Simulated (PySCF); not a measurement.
A geometry optimisation on `Cl[Si](Cl)(Cl)Br`.

Computed with PBE0-D3(BJ)/def2-SVP geometry optimisation, gas phase (PySCF 2.14.0). Start geometry: GFN2-xTB. The input is one job of a driver script: a line of settings, then coordinates in Å.

Input:
```
{"job": {"xc": "PBE0", "basis": "def2-SVP", "d3": "d3bj", "grid": 1, "maxiter": 30, "shake": 0.01, "kind": "geom"}, "charge": 0, "multiplicity": 1}
Cl    -0.547280    -1.473650    -1.305860
Si    -0.063880     0.007790    -0.027120
Cl    -0.079980     1.800140    -0.949660
Cl    -1.256020     0.027240     1.561530
Br     1.980740    -0.395490     0.683210
```

Output:
```
step   0  E = -4242.74987522  max force = 0.023368
step   1  E = -4242.75172224  max force = 0.008589
step   2  E = -4242.75196852  max force = 0.004395
step   3  E = -4242.75202894  max force = 0.000604
step   4  E = -4242.75202554  max force = 0.001131
step   5  E = -4242.75202683  max force = 0.000939
step   6  E = -4242.75202791  max force = 0.000777
step   7  E = -4242.75202898  max force = 0.000564
step   8  E = -4242.75202974  max force = 0.000294
optimisation converged
```

Energies in Eh; «max force» is the largest Cartesian gradient component in Eh/bohr.

How much energy does the optimisation release, in kcal/mol?

E(step 0) − E(last step) = 0.002155 Eh, which is 1.4 kcal/mol.

Give the first gradient maximum in eV/Å.

With 1 Eh/bohr = 51.422 eV/Å, 1.202 eV/Å.

Summary of the converged run: final energy -4242.75203 Eh after 8 steps; dipole 0.18 D.

The run took 47 s of wall time on an Intel Xeon Platinum 8488C with one thread, shared host with 192 logical CPUs at a one-minute load of 57, and the process peaked at 0.45 GiB of memory.
Labels such as C1 count atoms from 1, the log's own numbers from 0.
